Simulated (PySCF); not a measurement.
# Vibration and rotation of TlP

UHF-CCSD(T) constants of TlP, ³Σ⁻ (triplet), unpaired electrons π ↑↑ (PySCF, scalar-relativistic core potentials, basis sets Tl def2-SVP with ECP60, P def2-SVP; masses 204.9744 and 30.9738 u):

| Property | Result |
| --- | --- |
| ωe | 225.7 cm⁻¹ |
| ωexe | 0.802 cm⁻¹ |
| Be | 0.08216 cm⁻¹ |
| αe | 0.000390 cm⁻¹ |
| D (centrifugal) | 4.36e-08 cm⁻¹ |
| De to Tl + P | 1.22 eV |

(1) Give the vibrational terms G(v) and spacings up to v = 6.

(2) How well does the Morse estimate ωe²/(4ωexe) reproduce De, and what is D0?

Correlated steps freeze 9 core orbitals. Correlated levels converge slowly with the basis: in double zeta they bind strong bonds too weakly, by up to about 1 eV, and carry superposition errors of some tenths. Spin–orbit coupling is left out, which matters for elements this heavy, above all for dissociation energies. The state was picked by a PBE0 search and need not be the measured ground state.

## Answers

(1) G(v) = ωe(v+½) − ωexe(v+½)².

```csv
v,G(v) (cm⁻¹),G(v) − G(v−1),Bv (cm⁻¹)
0,112.6,,0.08196
1,336.7,224.1,0.08157
2,559.2,222.5,0.08118
3,780.1,220.9,0.08079
4,999.4,219.3,0.08040
5,1217.1,217.7,0.08002
6,1433.2,216.1,0.07963
```

(2) It gives 1.97 eV, 161 % of the computed De. D0 = De − G(0) = 1.22 − 0.01 = 1.21 eV.
